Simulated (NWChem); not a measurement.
Molecule: BeHBr; SMILES [BeH][Br]

```xyz
3

Be     0.0000     0.0000    -1.6534
H      0.0000     0.0000    -2.9830
Br     0.0000     0.0000     0.3134
```
Atoms are numbered in this order, from 1.

Computed with NWChem. Pople sets run with spherical d functions. All runs use the structure optimised with PBE0/def2-SVP. GIAO values for the isolated, static molecule; σ is the absolute isotropic shielding, δ = σ(reference) − σ with the isolated reference molecule computed at the same levels (1H: tetramethylsilane). Spin-orbit effects, on the heavy nuclei and on their neighbours, are missing.

Predict the results for B3LYP/6-31G*. Quantities: σ Be1 (ppm); δ H2 (ppm); σ Br3 (ppm).


| Quantity | Value |
|---|---|
| σ Be1 (ppm) | 96.0 |
| δ H2 (ppm) | 4.14 |
| σ Br3 (ppm) | 2650.9 |
